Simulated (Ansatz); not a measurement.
Program: Ansatz. Geometries: PBE0-D4/def2-TZVP. ΔE: electronic, gas phase. CCSD(T)/CBS is the MP2 limit (def2-TZVPP, def2-QZVPP) plus CCSD(T) − MP2 in def2-TZVPP, frozen cores. This one scheme is used for every species. Functionals use def2-TZVPP. One conformer a species, not always the lowest.

`S[SiH]1CCO1` + HCl → `Cl[SiH]1CCO1` + H₂S  (ligand exchange at the Si–S bond)

`S[SiH]1CCO1`:

Cartesian coordinates in Å:
```
S 1.742 -1.873 0.649
Si 0.345 -0.274 0.780
C 0.230 0.852 -0.708
C -1.207 0.293 -0.778
O -1.226 -0.616 0.351
H 1.882 -1.985 1.979
H 0.476 0.284 2.149
H 0.856 0.600 -1.563
H 0.291 1.924 -0.520
H -1.414 -0.262 -1.696
H -1.976 1.057 -0.642
```

HCl:

Z-matrix (Å, degrees):
```
Cl
H 1 1.279
```

`Cl[SiH]1CCO1`:

```xyz
10

Cl   -1.770    1.937   -1.122
Si   -0.559    0.287   -1.027
C    -0.422   -0.551    0.630
C     1.022   -0.005    0.558
O     1.033    0.636   -0.747
H    -0.820   -0.468   -2.273
H    -1.023   -0.148    1.444
H    -0.487   -1.639    0.629
H     1.785   -0.786    0.580
H     1.243    0.737    1.328
```

H₂S:

Z-matrix (Å, degrees):
```
S
H 1 1.341
H 1 1.341 2 92.3
```

```tsv
level	ΔE (kJ/mol)
r2SCAN	-42.8
HF/def2-TZVPP	-52.9
```

(1) What does CCSD(T)/CBS give? (An estimate is asked.)

Largest T1 diagnostic among the species: 0.012.

## Answers

(1) The calculation gave: -42.0 kJ/mol. The listed levels differ from it by -0.8, -10.9 kJ/mol.

In def2-TZVPP, CCSD(T) changes the Hartree–Fock value by +11.3 kJ/mol (the triples alone add +1.8 kJ/mol) and MP2 by +10.8 kJ/mol.
